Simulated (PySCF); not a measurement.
A species of formula C5H10N2 has this rotational fingerprint, computed with wB97X-D/def2-SVPD in PySCF (dipole) on a GFN2-xTB geometry, gas phase:

| Property | Result |
| --- | --- |
| Rotational constants | A = 3399, B = 2338, C = 1539 MHz |
| Dipole components | \|μa\| = 2.40 D, \|μb\| = 1.12 D, \|μc\| = 0.54 D |
| Inertial defect | -36.51 u·Å² |
| κ | -0.14 |

Question: Which structure is it? (One computed conformer of each.)
A. `[CH2:1]=[CH:2][N:3]([CH2:4][CH3:5])[N:6]=[CH2:7]` with C1–C2–N3–C4 175°, C2–N3–C4–C5 -90°, C2–N3–N6–C7 175°
B. `[CH2:1]=[CH:2]/[CH:3]=[N:4]/[NH:5][CH2:6][CH3:7]` with C1–C2–C3–N4 -178°, C3–N4–N5–C6 -160°, N4–N5–C6–C7 83°
C. `[CH3:1][CH2:2][N:3]1[CH2:4][CH2:5][CH:6]=[N:7]1` with C1–C2–N3–C4 -68°
D. `[CH2:1]=[CH:2][N:3]1[CH2:4][CH2:5][CH2:6][NH:7]1` with C1–C2–N3–C4 156°, C2–N3–C4–C5 -163°, N3–C4–C5–C6 -6°, C4–C5–C6–N7 28°, C5–C6–N7–N3 -39°

Answer: A. It is C=CN(CC)N=C, an asymmetric top, point group C1. The candidates at the same level (rigid rotor, commonest isotopes):

| SMILES | A (MHz) | B (MHz) | C (MHz) | μa (D) | μb (D) | μc (D) | Δ (u·Å²) | point group | rotor |
| --- | --- | --- | --- | --- | --- | --- | --- | --- | --- |
| C=CN1CCCN1 | 6257 | 2003 | 1602 | 2.38 | 1.08 | 0.98 | -17.48 | C1 | asymmetric top |
| C=C/C=N/NCC | 9768 | 998.2 | 968.0 | 1.34 | 0.07 | 1.54 | -35.93 | C1 | near-prolate asymmetric top |
| C=CN(CC)N=C | 3399 | 2338 | 1539 | 2.40 | 1.12 | 0.54 | -36.51 | C1 | asymmetric top |
| CCN1CCC=N1 | 5511 | 2024 | 1787 | 0.30 | 2.04 | 0.57 | -58.63 | C1 | asymmetric top |

`C=CN1CCCN1` has A 84 % too high; `CCN1CCC=N1` has A 62 % too high; `C=C/C=N/NCC` has A 187 % too high. No structure here is proved a minimum.
